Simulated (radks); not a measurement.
The numbers below are computed, except where a source is named.
Q: All-electron atom: Br2.5+ in 1s1.5 2s2 2p6 3s2 3p6 3d10 4s2 4p3 (fractional occupations, a model configuration). Code: a radial shooting solver on a logarithmic mesh with Libxc functionals. Model: scalar-relativistic Kohn-Sham, PBEsol, spin-unpolarised, spherical densities, finite nucleus; Fermi nuclear charge, rms radius 4.1629 fm. Some entries of the table are withheld. Estimate them.

| orbital | occ. | eigenvalue (hartree) | <1/r> (bohr^-1) |
|---|---|---|---|
| 1s | 1.5 | -498.0629 | 35.78 |
| 2s | 2 | -66.61296 | 7.982 |
| 2p | 6 | -59.44927 | (1) |
| 3s | 2 | -10.28593 | 2.633 |
| 3p | 6 | -7.92837 | (2) |
| 3d | 10 | (3) | 2.219 |
| 4s | 2 | -1.83521 | 0.8699 |
| 4p | 3 | -1.30612 | 0.7510 |

A: 
(1) 2p <1/r> (bohr^-1): 7.839
(2) 3p <1/r> (bohr^-1): 2.491
(3) 3d eigenvalue (hartree): -3.90139
